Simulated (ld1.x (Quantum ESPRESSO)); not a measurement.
**W: one change to a TM potential, before and after**

W (Z = 74), norm-conserving Troullier–Martins (Kleinman–Bylander form), made with ld1.x (Quantum ESPRESSO) 7.5 (PBE, fully relativistic). Core [Xe] 4f14, reference 5d4 6s1 6p0 (charge +1). Waves: 6s (bound): rc 2.35 bohr; 6p (bound, empty): rc 2.55 bohr; 5d (bound): rc 2.65 bohr; 5f channel at 0.4 Ry: rc 2.20 bohr. Local part: all-electron potential smoothed inside 1.65 bohr (lloc = -1). Core correction: none.

Open shells are filled in proportion to 2j + 1 (rel_dist='average').

Change: core correction a·sin(br)/r model core inside 2.74 bohr.

Cutoffs: the cutoffs (Ry, on a coarse ladder) from which the occupation-weighted sum of valence levels, in a spherical-Bessel basis at the reference potential, stays within 10 and 1 mRy of its value at 400 Ry; they do not see the model core or the augmentation charge, which bear on the density cutoff. Errors are all-electron minus pseudo energies relative to the spin-unpolarised reference configuration.

Question: How do hardness, ghosts and transferability respond?

Answer: The potential gets neither clearly harder nor softer (25 Ry and 30 Ry → 25 Ry and 30 Ry); both files keep a bound ghost (p, s); of the 7 tests that both files solve, the error grows in 3 and shrinks in 4 by more than 15 % and 0.3 meV (median size 16.8 → 10.7 meV). A model core, the more so a compact one, raises the density cutoff, which this test does not measure.

```tsv
quantity	base	changed
cutoff, loose	25 Ry	25 Ry
cutoff, tight	30 Ry	30 Ry
bound ghosts	s, p3/2, p1/2	s, p3/2, p1/2
error for 5d4 6s2 6p0, meV [ΔE -8.89 eV]	+17	+3.1
error for 5d4 6s0 6p0, meV [ΔE 15.68 eV]	+53	+17
error for 5d3 6s0 6p0, meV [ΔE 41.05 eV]	+118	+3.2
error for 5d3 6s2 6p0, meV [ΔE -0.06 eV]	+0.7	-11
error for 5d2 6s0 6p0, meV [ΔE 78.24 eV]	+237	-40
error for 5d5 6s0 6p0, meV [ΔE 0.81 eV]	-7.3	-15
error for 5d5 6s1 6p0, meV [ΔE -7.35 eV]	-2.8	-11
s: phases at 2.90 bohr within 0.05 rad from the reference energy up to (Ry; the scan ends near 5)	1.3	1.3
p1/2: phases at 2.90 bohr within 0.05 rad from the reference energy up to (Ry; the scan ends near 5)	2.8	2.8
p3/2: phases at 2.90 bohr within 0.05 rad from the reference energy up to (Ry; the scan ends near 5)	2.4	2.4
d3/2: phases at 2.90 bohr within 0.05 rad from the reference energy up to (Ry; the scan ends near 5)	1.4	1.4
d5/2: phases at 2.90 bohr within 0.05 rad from the reference energy up to (Ry; the scan ends near 5)	1.6	1.6
f5/2: phases at 2.90 bohr within 0.05 rad from the reference energy up to (Ry; the scan ends near 5)	3.8	3.8
f7/2: phases at 2.90 bohr within 0.05 rad from the reference energy up to (Ry; the scan ends near 5)	3.7	3.7
```

Base: These tests converged, but a pseudo level misses the all-electron one widely, so the file describes the atom poorly there or has found another state: 5d2 6s0 6p0: empty 6p by 7.7 eV (a node warning on the way). Changed file: These tests converged, but a pseudo level misses the all-electron one widely, so the file describes the atom poorly there or has found another state: 5d2 6s0 6p0: empty 6p by 5.0 eV (a node warning on the way). A true bound ghost makes a file unfit for plane-wave use even where its test errors are small: the radial tests pick states by their node count and pass the ghost by.
